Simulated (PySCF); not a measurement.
HGa, charge +1, doublet, at the geometry of the source list (a state made from the parent by changing its charge; the spin is typed, not shown lowest). Base run: M062X/def2-TZVP run with PySCF.

Here is a job for PySCF.
```python
from pyscf import gto, scf, dft, solvent

mol = gto.Mole()
mol.atom = '''
    Ga    0.56680000    0.13710000   -0.75700000
    H    -0.56680000   -0.13710000    0.75700000
'''
mol.basis = 'def2-tzvp'
mol.charge = 1
mol.spin = 1
mol.verbose = 4
mol.build()

mf = dft.UKS(mol)
mf.xc = 'm062x'
mf.kernel()
```

The base run was repeated with changes; each row names its change, and settings that it needs were set with it.

```tsv
change	ΔE vs base (kcal/mol)
base	0.000
model = IEF-PCM; solvent = chloroform; vdw_scale = 1.4	-49.69
model = SS(V)PE; solvent = chloroform	-58.18
model = C-PCM; solvent = chloroform	-58.62
model = IEF-PCM; solvent = chloroform; r_probe = 0.5	-46.98
model = IEF-PCM; solvent = chloroform; vdw_scale = 1.1	-65.0
model = IEF-PCM; solvent = chloroform; lebedev_order = 41	-58.61
model = COSMO; solvent = chloroform	-52.98
model = IEF-PCM; solvent = acetonitrile	-72.4
model = ddCOSMO; solvent = chloroform	-53.95
model = IEF-PCM; solvent = tetrahydrofuran	-64.4
model = IEF-PCM; solvent = chloroform; lebedev_order = 11	-58.86
```

The base is the gas phase, so ΔE is the electrostatic part of solvation at a fixed geometry, without cavity and dispersion terms.

Open shells are given as the SCF converged; they aren't shown to be the lowest states, and a large step between rows can be another state.
